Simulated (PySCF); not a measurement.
## Cd: ionisation energy

Cd [Kr] 4d10 5s2 (1S) → Cd⁺ [Kr] 4d10 5s1 (2S), as a difference of total energies. Calculation: PySCF 2.14, in def2-TZVP with the def2 core potential (28 electrons); scalar relativity through the core potential. Correlated levels: valence: 4s2 4p6 frozen. The calculations carry no spin-orbit coupling.

```csv
method,ionisation energy (eV),error (eV)
UHF,7.338,-1.656
B3LYP,9.129,+0.135
BP86,9.279,+0.285
MP2 (valence),8.478,-0.516
SCS-MP2 (valence),8.481,-0.513
CCSD (valence),8.510,-0.484
CCSD(T) (valence),8.589,-0.405
```

Reference: 8.994 eV (measured; NIST Atomic Spectra Database, ionization energies).

Errors of the correlated levels include the incompleteness of this basis and the frozen core.
